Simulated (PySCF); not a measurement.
From a computed spectrum to the compound

A species of 7 atoms with charge 1 has these harmonic modes (PBE0, small Gaussian bases with core potentials, PySCF 2.14.0):

```tsv
cm⁻¹	km/mol	symmetry
45	0.7	a''
156	280.4	a'
320	16.2	a'
381	0.7	a''
403	0.5	a'
584	28.7	a''
618	82.3	a''
620	58.9	a'
698	32.5	a'
1619	57.5	a'
1906	1.0	a'
1964	56.2	a''
1964	56.3	a'
3816	215.5	a'
3908	246.5	a''
```

Task: Which species is it, and in which structure?

Result: [PbH3(H2O)]+ (singlet):
```xyz
7

Pb    0.1063   -0.1103    0.1103
H     0.8866    1.2352    0.8836
H    -1.2165   -0.9061    0.9061
H     0.8866   -0.8836   -1.2352
O    -1.2181    1.2700   -1.2700
H    -1.5802    2.1351   -1.0298
H    -1.5802    1.0298   -2.1351
```
Ideal gas at 298.15 K and 1 bar: S = 325.9 J/(mol K), Cp = 85.4 J/(mol K), H − H(0 K) = 18.0 kJ/mol (rigid rotor, harmonic modes, spin degeneracy alone; the modes under 60 cm⁻¹ make these uncertain). 
 The answer isn't unique; the calculation gave this one.
